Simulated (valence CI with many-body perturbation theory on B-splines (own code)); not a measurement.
Level structure of Os XXVIII

Computed by valence CI with perturbative core correlation (CI+MBPT): three valence electrons over a frozen Dirac-Fock core [Kr] 4d10, radial functions for each j: 7 s, 7 p, 7 d, 7 f, 4 g, 2 h, with the one-electron correlation potential Σ1, the two-electron term Σ2, the three-electron term Σ3, Breit, model QED; selected CI, second order for the rest, scaled by the run's own slope (own B-spline code, finite nucleus).

The last digits are not significant, and no measured levels were compared; by estimate large intervals hold to a few tenths of a per cent, small ones and those within an open d or f shell to about a per cent. Excitations out of the core, of the other parity, are not computed and may begin above about 171 eV (a cautious bound); beyond it only levels of the ground parity were kept, without lifetimes.

Levels 46 to 90 of 134, with energies above the lowest level, (4f5/2^3) J=9/2. "Leading %" is the weight of the configuration and term that name the level; weights of strongly mixed levels are sums over their largest components and can fall short. In the jj column 3d3/2^4 stands for four electrons in 3d with j = 3/2. Lifetimes count E1, E2, E3, M1 and M2 decay at the calculated energies, and are blank where another channel may lead or the interval is too uncertain; long ones can be off by a factor of two.

| No. | Configuration | Term | J | E (eV) | Leading % | Lifetime | Leading jj |
| --- | --- | --- | --- | --- | --- | --- | --- |
| 46 | 4f²5s | ⁴H | 11/2 | 142.37 | 86 | 2.62 μs | 4f5/2 4f7/2 5s (98 %) |
| 47 | 4f²5s | ²H | 9/2 | 142.81 | 46 | 1.27 μs | 4f5/2 4f7/2 5s (95 %) |
| 48 | 4f²5s | ⁴F | 7/2 | 143.78 | 85 | 915 ns | 4f5/2 4f7/2 5s (99 %) |
| 49 | 4f²5s | ⁴F | 9/2 | 144.09 | 47 | 1.03 μs | 4f5/2 4f7/2 5s (98 %) |
| 50 | 4f²5s | ²F | 5/2 | 144.62 | 61 | 814 ns | 4f5/2 4f7/2 5s (93 %) |
| 51 | 4f²5s | ²G | 7/2 | 144.73 | 45 | 852 ns | 4f5/2 4f7/2 5s (96 %) |
| 52 | 4f²5s | ⁴H | 13/2 | 145.22 | 92 | 2.64 μs | 4f7/2^2 5s (61 %) |
| 53 | 4f²5s | ²H | 11/2 | 146.47 | 76 | 788 ns | 4f7/2^2 5s (51 %) |
| 54 | 4f²5s | ⁴P | 1/2 | 148.12 | 81 | 481 ns | 4f5/2^2 5s (79 %) |
| 55 | 4f²5s | ²D | 5/2 | 148.22 | 43 | 523 ns | 4f5/2 4f7/2 5s (86 %) |
| 56 | 4f²5s | ⁴F | 9/2 | 148.41 | 49 | 885 ns | 4f7/2^2 5s (99 %) |
| 57 | 4f²5s | ²D | 3/2 | 148.48 | 54 | 621 ns | 4f5/2 4f7/2 5s (77 %) |
| 58 | 4f²5s | ²F | 7/2 | 149.17 | 56 | 644 ns | 4f7/2^2 5s (98 %) |
| 59 | 4f²5s | ⁴P | 3/2 | 150.03 | 77 | 369 ns | 4f5/2 4f7/2 5s (96 %) |
| 60 | 4f²5s | ²I | 13/2 | 150.84 | 92 | 529 ns | 4f5/2 4f7/2 5s (61 %) |
| 61 | 4f²5s | ²I | 11/2 | 150.97 | 87 | 439 ns | 4f5/2 4f7/2 5s (54 %) |
| 62 | 4f²5s | ²P | 1/2 | 151.04 | 86 | 233 ns | 4f5/2 4f7/2 5s (93 %) |
| 63 | 4f²5s | ⁴P | 5/2 | 153.02 | 57 | 343 ns | 4f7/2^2 5s (94 %) |
| 64 | 4f²5s | ²P | 3/2 | 153.94 | 66 | 234 ns | 4f7/2^2 5s (85 %) |
| 65 | 4f²5s | ²S | 1/2 | 162.68 | 90 | 103 ns | 4f7/2^2 5s (85 %) |
| 66 | 4f²5p | ⁴I° | 9/2 | 183.93 | 59 |  | 4f5/2^2 5p1/2 (98 %) |
| 67 | 4f²5p | ⁴H° | 7/2 | 185.15 | 40 |  | 4f5/2^2 5p1/2 (96 %) |
| 68 | 4f²5p | ⁴G° | 5/2 | 186.68 | 62 |  | 4f5/2^2 5p1/2 (90 %) |
| 69 | 4f²5p | ²D° | 3/2 | 187.28 | 44 |  | 4f5/2^2 5p1/2 (87 %) |
| 70 | 4f²5p | ⁴I° | 11/2 | 188.39 | 52 |  | 4f5/2 4f7/2 5p1/2 (100 %) |
| 71 | 4f²5p | ⁴H° | 9/2 | 188.53 | 36 |  | 4f5/2 4f7/2 5p1/2 (99 %) |
| 72 | 4f²5p | ⁴G° | 7/2 | 189.68 | 36 |  | 4f5/2 4f7/2 5p1/2 (98 %) |
| 73 | 4f²5p | ⁴F° | 5/2 | 190.07 | 37 |  | 4f5/2 4f7/2 5p1/2 (99 %) |
| 74 | 4f²5p | ²H° | 9/2 | 190.21 | 35 |  | 4f5/2 4f7/2 5p1/2 (98 %) |
| 75 | 4f²5p | ²F° | 7/2 | 190.75 | 36 |  | 4f5/2 4f7/2 5p1/2 (98 %) |
| 76 | 4f²5p | ⁴G° | 11/2 | 191.69 | 52 |  | 4f7/2^2 5p1/2 (61 %) |
| 77 | 4f²5p | ²I° | 13/2 | 191.81 | 39 |  | 4f7/2^2 5p1/2 (51 %) |
| 78 | 4f²5p | ⁴D° | 1/2 | 193.95 | 51 |  | 4f5/2^2 5p1/2 (84 %) |
| 79 | 4f²5p | ²D° | 3/2 | 193.99 | 32 |  | 4f5/2 4f7/2 5p1/2 (81 %) |
| 80 | 4f²5p | ²F° | 5/2 | 194.31 | 41 |  | 4f5/2 4f7/2 5p1/2 (84 %) |
| 81 | 4f²5p | ²F° | 7/2 | 194.53 | 33 |  | 4f7/2^2 5p1/2 (99 %) |
| 82 | 4f²5p | ²G° | 9/2 | 195.01 | 34 |  | 4f7/2^2 5p1/2 (99 %) |
| 83 | 4f²5p | ⁴P° | 1/2 | 195.54 | 43 |  | 4f5/2 4f7/2 5p1/2 (99 %) |
| 84 | 4f²5p | ⁴D° | 3/2 | 196.43 | 53 |  | 4f5/2 4f7/2 5p1/2 (97 %) |
| 85 | 4f²5p | ²H° | 11/2 | 196.76 | 49 |  | 4f5/2 4f7/2 5p1/2 (61 %) |
| 86 | 4f²5p | ²K° | 13/2 | 196.90 | 56 |  | 4f5/2 4f7/2 5p1/2 (51 %) |
| 87 | 4f²5p | ²P° | 3/2 | 199.19 | 27 |  | 4f7/2^2 5p1/2 (91 %) |
| 88 | 4f²5p | ²D° | 5/2 | 199.39 | 33 |  | 4f7/2^2 5p1/2 (92 %) |
| 89 | 4f²5p | ²P° | 1/2 | 208.40 | 91 |  | 4f7/2^2 5p1/2 (83 %) |
| 90 | 4f²5p | ⁴H° | 7/2 | 214.53 | 39 |  | 4f5/2^2 5p3/2 (97 %) |

Where two levels of one J and parity lie close, their mixing, g and order are uncertain.
